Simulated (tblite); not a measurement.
C5H16N2Si2.
Cartesian coordinates in Å at the GFN2-xTB level; atoms count from 1:
```
atom  x, y, z in Å
C1     4.234   -0.176   -0.933
C2     3.134    0.236    0.039
C3     1.905   -0.658   -0.070
Si4    0.557   -0.143    1.147
N5    -0.396    1.244    0.722
Si6   -1.942    0.446    0.847
C7    -3.051    0.560   -0.679
C8    -4.330   -0.248   -0.509
N9    -0.966   -0.981    1.000
H10    4.541   -1.203   -0.746
H11    5.105    0.467   -0.826
H12    3.881   -0.107   -1.960
H13    2.845    1.270   -0.157
H14    3.520    0.194    1.060
H15    1.530   -0.627   -1.093
H16    2.199   -1.690    0.126
H17    1.048   -0.101    2.530
H18   -0.168    2.220    0.709
H19   -2.656    0.794    2.080
H20   -2.516    0.209   -1.562
H21   -3.312    1.602   -0.863
H22   -4.969   -0.165   -1.388
H23   -4.099   -1.299   -0.353
H24   -4.891    0.106    0.353
H25   -1.214   -1.924    1.235
```

Computed values, GFN2-xTB/tblite, gas phase, harmonic and unscaled. This tight-binding method is rough: wavenumbers can miss measured ones by several per cent, in bad cases by 10 to 20. Modes of hydrogen on silicon can be 10 to 20 % off. One conformer, not necessarily the lowest.

Harmonic wavenumbers (cm⁻¹): 28.8, 34.9, 54.9, 76.6, 111.7, 124.6, 180.8, 211.7, 219.4, 232.4, 240.4, 253.4, 273.2, 338.9, 406.1, 454.5, 502.7, 584.4, 666.2, 689.3, 715.4, 732.9, 734.0, 746.0, 763.0, 831.8, 845.0, 871.5, 935.9, 961.0, 978.2, 1007.7, 1019.5, 1055.6, 1077.0, 1083.8, 1102.4, 1122.1, 1227.0, 1238.9, 1247.2, 1285.0, 1292.4, 1354.1, 1413.3, 1417.4, 1479.3, 1479.7, 1502.8, 1504.4, 1508.0, 1514.2, 1515.9, 2199.1, 2211.2, 2963.9, 2980.2, 2982.5, 2984.6, 2991.5, 2993.7, 3006.8, 3026.1, 3027.0, 3028.9, 3033.4, 3037.1, 3533.7, 3543.3.

A = 2907, B = 462.9, C = 448.8 MHz; mass 160.085 u (most abundant isotopes); point group C1, symmetry number 1.

Q: Zero-point energy?

A: Half the sum of the wavenumbers: 45395 cm⁻¹ = 129.79 kcal/mol.

Q: Give the ideal-gas entropy at 273.15 K and 1 bar in the rigid-rotor, harmonic-oscillator model (classical rotation).

A: Translation 40.71, rotation 30.39, vibration 43.62: S = 114.7 cal/(mol K).

Q: And Cp and H(273.15 K) − H(0)?

A: Cp = 48.10 cal/(mol K), of which vibrations give 40.16 (their classical limit is 69 R = 137.1); H(273.15 K) − H(0) = 8.08 kcal/mol without the zero-point energy, 5.91 from vibrations.

Q: Which modes carry the vibrational entropy at 273.15 K?

A: 28.8 cm⁻¹: 5.74; 34.9 cm⁻¹: 5.36; 54.9 cm⁻¹: 4.46; 76.6 cm⁻¹: 3.80; 111.7 cm⁻¹: 3.07; 124.6 cm⁻¹: 2.86 cal/(mol K); the other 63 give 18.34 together.

Q: Blend soft modes into free rotors: weight 1/[1 + (100 cm⁻¹/ν̃)⁴] for the oscillator and the rest for a rotor with moment μB/(μ + B), μ = h/(8π²ν), B = 10⁻⁴⁴ kg m². What vibrational entropy results?

A: 38.61 cal/(mol K) in place of 43.62, which changes −T·S at 273.15 K by +1.37 kcal/mol.

Q: What must be added to the electronic energy to get the Gibbs energy at 273.15 K and 1 bar?

A: ZPE + [H(273.15 K) − H(0)] − T·S = 129.79 + 8.08 − 31.34 = 106.53 kcal/mol.

Q: How do the functions run with temperature in this model?

A: 
| T (K) | S (cal/(mol K)) | Cp (cal/(mol K)) | H − H(0) (kcal/mol) | G − H(0) (kcal/mol) | ln q(vib) |
| --- | --- | --- | --- | --- | --- |
| 50 | 64.9 | 17.2 | 0.62 | -2.63 | 1.46 |
| 100 | 79.5 | 25.6 | 1.69 | -6.26 | 3.72 |
| 298.15 | 119.1 | 51.4 | 9.32 | -26.18 | 12.06 |
| 373.15 | 131.7 | 61.0 | 13.54 | -35.59 | 14.96 |
| 500 | 151.5 | 75.0 | 22.20 | -53.57 | 19.71 |
| 750 | 186.0 | 94.7 | 43.59 | -95.88 | 28.51 |
| 1000 | 215.1 | 107.8 | 69.00 | -146.11 | 36.55 |

q(vib) and H(0) count from the zero-point level.

Hindered rotation and anharmonicity are outside this model. Other conformers, if any are populated, would add a mixing term that is left out. The structure is chiral; the term R ln 2 for an equal mix with its mirror image is left out.
